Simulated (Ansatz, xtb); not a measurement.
# Two isomers of C2H9ClOSi2

We compare I, `CC[Si@H](Cl)O[SiH3]`, a singlet, with II, `C[SiH](C)O[SiH2]Cl`, a singlet. Both are isolated molecules in the gas phase, relaxed with PBE-D3(BJ)/def2-SVP; each stands in its lowest conformer found.

Estimate which is lower in electronic energy at CCSD(T)/def2-SVP + ΔMP2/def2-TZVPP, and by roughly how much.

The CCSD(T)/def2-SVP + ΔMP2/def2-TZVPP calculation puts structure II lower, by 12.7 kcal/mol.

How the difference moves with the method:

```csv
level,geometry,E(II) − E(I) (kcal/mol),departure from the last row (kcal/mol),"job, with rough time for the two"
PBE-D3(BJ)/def2-SVP,PBE-D3(BJ)/def2-SVP,−11.8,+0.9,"optimisation, 94 s"
HF/def2-SVP,PBE-D3(BJ)/def2-SVP,−10.5,+2.2,part of the CCSD(T) run
MP2/def2-SVP,PBE-D3(BJ)/def2-SVP,−10.9,+1.8,part of the CCSD(T) run
CCSD(T)/def2-SVP,PBE-D3(BJ)/def2-SVP,−10.2,+2.5,single point
CCSD(T)/def2-SVP + ΔMP2/def2-TZVPP,PBE-D3(BJ)/def2-SVP,−12.7,,"single point, 79 s"
```

As drawn, II has 1 C–Si, 1 C–H in place of 1 C–C, 1 Si–H.

The levels shown agree on the order. The largest departure from CCSD(T)/def2-SVP + ΔMP2/def2-TZVPP is that of CCSD(T)/def2-SVP, 2.5 kcal/mol. Levels run at GFN2-xTB geometries aren't shown. The last row adds to CCSD(T) the change of the MP2 difference between the two basis sets, here −2.5 kcal/mol.

With thermal terms from frequencies at re-optimised GFN2-xTB minima (ideal gas, soft modes damped towards free rotors, one conformer each, 298.15 K, 1 atm): on the last row, ΔE + ΔZPE = −12.2, ΔH = −12.0, ΔG = −12.3 kcal/mol.

The correlated steps freeze 18 core orbitals. Mirror images aren't counted in ΔG. Run with Ansatz 0.2.0, xtb 6.7.1; the last row on 4 threads of Arm Neoverse V1 on a shared host.
